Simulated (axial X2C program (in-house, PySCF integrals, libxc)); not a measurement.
**What spin–orbit coupling does to TiN⁺**

Calculated with an in-house all-electron X2C program for linear molecules (integrals from PySCF). Spin-free means the one-electron spin-free X2C Hamiltonian; two-component (2c) means X2C with spin–orbit coupling and atomic mean-field two-electron Coulomb and Gaunt terms, so the difference of the two also holds small scalar two-electron terms. Basis: Ti dyall-cv3z [10s10p6d4f2g], N dyall-av3z [7s7p3d2f] (cores contracted in-house); Gaussian nuclei, density fitting, unrestricted open shells. Masses: Ti 47.948 u, N 14.003 u.

Spin-free state: M_S = 0, Λ = 0 (closed shell); fragments Ti+ + N.

```
level  Re (Å)  ωe (cm⁻¹)  De (eV)  μ (D)
 PBE0   1.505     1230.0    4.735  -5.76
B3LYP   1.519     1193.1    4.957  -5.75
```

Dipoles are positive if N is the positive end and refer to the centre of mass.

Two-component determinant lowest at the distance of the search:

Ω = 0 (closed shell); fragments Ti+ + N.

```
level  Re (Å)  ωe (cm⁻¹)  μ (D)
 PBE0   1.505     1229.9  -5.76
B3LYP   1.519     1193.0  -5.74
```

Task: From the two tables, how do the constants change at the PBE0 level (2c against spin-free)?

Result: At the PBE0 level Re is unchanged within 0.001 Å and ωe stays the same within 0.2 cm⁻¹.

Occupations by symmetry block were frozen at the best pattern of an incomplete PBE0 search. The closed shell is kept restricted, so the energy runs too high when the bond is stretched far. De is counted from the lowest determinant-based energies of the atoms at the same level, without counterpoise correction. De is not given where an atomic determinant may have missed its ground term or J level, or where the truncated virtual space spoils (T). Without a current term, density functionals place determinants with orbital angular momentum somewhat too high.
